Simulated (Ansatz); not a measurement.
```xyz
4

Li    1.0795    0.0282    0.0626
Li   -1.0326    0.0916   -0.0133
F     0.0430    1.4089    0.0254
F    -0.0664   -1.3672   -0.0135
```

Basis set: cc-pVDZ (spherical functions). Frozen core: 2 orbitals. Charge 0, multiplicity 1.

Computed with Ansatz (development build ahead of 0.2.0); each method stands on the lowest determinant of its kind that the runs found. Restricted open shells among the atoms or ions are ROHF, correlated in semicanonical orbitals with singles.

Question: Give the atomization energy at this shape (free ground-state atoms in the same class of orbitals less the molecule, no zero-point energy) of singlet Li2F2 by RHF-MP2, RHF.

Answer:

```csv
method,atomization energy
RHF-MP2,1357.1 kJ/mol
RHF,1021.3 kJ/mol
```
